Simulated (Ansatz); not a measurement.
`[F][Ge]([F])([F])[O][SiH3]` + H–F → `[F][Ge]([F])([F])[F]` + silanol  (ligand exchange at a Ge–O bond)

Gas-phase electronic energies from Ansatz, PBE0-D4/def2-TZVP geometries. CCSD(T)/CBS is the MP2 limit (def2-TZVPP, def2-QZVPP) plus CCSD(T) − MP2 in def2-TZVPP, frozen cores. This one scheme is used for every species. DFT in def2-TZVPP. B3LYP here is the variant with VWN-RPA as its local correlation; programs differ in this. For Ge outer-core shells are correlated without core-valence functions, which leaves a few kJ/mol of doubt a bond. Scalar relativity is left out up to krypton. Each species was taken in one conformer, which may not be the lowest.

`[F][Ge]([F])([F])[O][SiH3]`:

```xyz
9

F     1.620    0.293    2.278
Ge    0.601   -0.615    1.268
F     1.580   -1.594    0.276
F    -0.326   -1.634    2.260
O    -0.405    0.411    0.339
Si   -0.698    0.714   -1.266
H    -1.178   -0.523   -1.928
H     0.546    1.185   -1.921
H    -1.740    1.764   -1.305
```

H–F:

```xyz
2

F    -0.343    0.307    0.014
H     0.343   -0.307   -0.014
```

`[F][Ge]([F])([F])[F]`:

Z-matrix (Å, degrees):
```
Ge
F 1 1.692
F 1 1.692 2 109.5
F 1 1.691 2 109.5 3 120.0
F 1 1.692 2 109.5 3 -120.0
```

`O[SiH3]`:

Cartesian coordinates in Å:
```
O 0.465 -0.928 0.752
Si -0.217 0.321 -0.079
H 1.053 -1.514 0.275
H 0.814 1.241 -0.634
H -1.063 1.044 0.897
H -1.053 -0.164 -1.212
```

```
          level  ΔE (kJ/mol)
    LDA (SPW92)         -4.7
         PBE-D4         -5.6
      r2SCAN-D4         -6.5
         B97M-V        -11.2
       B3LYP-D4         -0.2
         revPBE        -13.3
  CCSD/def2-SVP          2.2
CCSD/def2-TZVPP          2.7
```

(1) What does CCSD(T)/CBS give? (Estimate.)

Largest T1 diagnostic among the species: 0.012.

Answers

(1) The calculation gave: +7.1 kJ/mol. The listed levels differ from it by -11.8, -12.7, -13.6, -18.3, -7.3, -20.4, -4.9, -4.4 kJ/mol.

From BLYP to BHLYP (50 % exact exchange), in def2-TZVPP and without D4, ΔE moves by +10.1 kJ/mol. At CCSD(T), def2-SVP lies −5.1 kJ/mol from the extrapolated value and def2-TZVPP −4.2 kJ/mol. In def2-TZVPP, CCSD(T) changes the Hartree–Fock value by +5.3 kJ/mol (the triples alone add +0.2 kJ/mol) and MP2 by +6.2 kJ/mol.

CCSD(T)/CBS has its own doubt, a few kJ/mol and more with outer-core shells, so smaller differences from it don't rank the levels.
